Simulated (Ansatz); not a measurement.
Co₂Pt, relaxed as a singlet with RKS PBE-D4/def2-TZVP in Ansatz, starting from the GFN2-xTB geometry. Force threshold 0.02 eV/Å.

In the def2 sets Pt takes a core potential; there is no spin–orbit coupling. An occupied level lies above an empty one. Another isomer (quintet) lies 5.28 eV lower at PBE0-D4/def2-TZVP; other spin states weren't run for this one.

Start:

```xyz
3

Pt    0.261   -0.668   -0.178
Co    1.536    0.770    0.902
Co   -1.797   -0.102   -0.725
```

Estimate the energy that the relaxation releases and the steps that it takes.

0.1 kcal/mol, in 3 steps; 9 s on 4 threads of Arm Neoverse V1 on a shared host. No frequencies were taken in this run, so the end may be a saddle point.

Does the start keep its bonding and symmetry?

By distances, no bond broke or formed. The bond that changes most is Pt1–Co3, from 2.20 to 2.22 Å (atoms count from 1). Point group C2v at the start, C2v at the end, both within 0.05 Å.

Predict the relaxed structure.


Cartesian coordinates in Å:
```
Pt 0.256 -0.655 -0.174
Co 1.564 0.770 0.913
Co -1.821 -0.116 -0.739
```
Bond lengths (bridged metal pairs left out): 2 × Co–Pt 2.22 Å.
